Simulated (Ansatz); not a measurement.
Reaction (isomerisation): `FC/C=C/C(F)F` → `FC1CCC1(F)F`

Isolated molecules relaxed with PBE0-D4/def2-TZVP in Ansatz; ΔE leaves out vibrations. CBS: MP2 limit from def2 TZ/QZ plus the TZ coupled-cluster correction, frozen cores. DFT in def2-TZVPP. B3LYP here is the variant with VWN-RPA as its local correlation; programs differ in this. HSE06 is defined as in plane-wave codes. Each species was taken in one conformer, which may not be the lowest.

`FC/C=C/C(F)F`:

Z-matrix (Å, degrees):
```
C
C 1 1.484
F 1 1.376 2 112.0
H 1 1.097 2 110.4 3 -120.5
H 1 1.097 2 110.3 3 120.4
C 2 1.322 1 124.4 3 -0.5
H 2 1.087 1 115.5 3 179.7
C 6 1.488 2 123.4 1 179.9
H 6 1.085 2 121.1 1 0.3
F 8 1.356 6 111.8 2 4.9
F 8 1.363 6 109.8 2 124.0
H 8 1.096 6 113.0 2 -116.6
```

`FC1CCC1(F)F`:

Z-matrix (Å, degrees):
```
C
C 1 1.537
F 1 1.370 2 111.8
C 1 1.541 2 87.5 3 111.9
H 1 1.091 2 119.3 3 -129.0
C 2 1.549 1 89.9 3 -96.6
H 2 1.090 1 112.0 3 148.4
H 2 1.089 1 114.1 3 23.0
F 4 1.358 1 110.0 2 98.2
F 4 1.340 1 117.4 2 -138.2
H 6 1.089 2 118.5 1 -133.8
H 6 1.090 2 112.3 1 95.8
```

```
             level  ΔE (kcal/mol)  difference from CCSD(T)/CBS
         revPBE-D4           -1.4                         -1.0
            B97M-V           -1.0                         -0.6
           ωB97X-V           -3.9                         -3.5
           ωB97M-V           -2.2                         -1.8
            B2PLYP            1.9                          2.3
            revPBE            0.5                          0.9
             B3LYP            3.5                          3.9
           r2SCANh           -1.6                         -1.2
           r2SCAN0           -2.4                         -2.0
             HSE06           -2.9                         -2.5
             BHLYP            1.9                          2.3
           LC-ωPBE           -6.5                         -6.1
     CCSD/def2-SVP           -0.6                         -0.2
  CCSD(T)/def2-SVP           -0.6                         -0.2
CCSD(T)/def2-TZVPP           -0.5                         -0.1
     HF/def2-QZVPP            3.9                          4.3
       CCSD(T)/CBS           -0.4                            0
```

Largest T1 diagnostic among the species: 0.011.

From r2SCAN to r2SCAN0 (25 % exact exchange), in def2-TZVPP and without D4, ΔE moves by −1.4 kcal/mol. Leaving LDA and LC-ωPBE aside and taking each functional with its dispersion term where it has one, the values, not all of them listed here, spread over 8.4 kcal/mol, from ωB97X-V to BLYP-D4. LDA lies −5.1 kcal/mol from PBE without D4. The D4 term adds −0.9 kcal/mol with B3LYP and −0.4 kcal/mol with PBE0; it sums over pairs of atoms, weighted by their polarisabilities, and B3LYP, whose exchange is more repulsive, gets the larger term.

CCSD(T)/CBS has its own doubt, a few kJ/mol and more with outer-core shells, so smaller differences from it don't rank the levels.
